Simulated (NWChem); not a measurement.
# BeHSeBr; SMILES [SeH][Be][Br]

```xyz
4

Be     0.0030    -0.0320     0.0000
Br     0.0115    -1.9928     0.0000
Se     0.0303     1.9958     0.0000
H     -1.4442     2.0196     0.0000
```
Atoms are numbered in this order, from 1.

Program: NWChem. Geometry: optimised at PBE0/def2-SVP. Ions are spin-unrestricted doublets at the neutral geometry; other ion states weren't tried.

For level PBE/def2-SVP:

| Property | Value |
|---|---|
| vertical ionisation energy, ΔSCF (eV) | 9.43 |
| −ε(HOMO) (eV) | 6.22 |

Problem. What are these values for level M06-2X/def2-SVP?

Solution. The vertical ionisation energy, ΔSCF (eV) comes out as 9.76 and the −ε(HOMO) (eV) is 8.48.
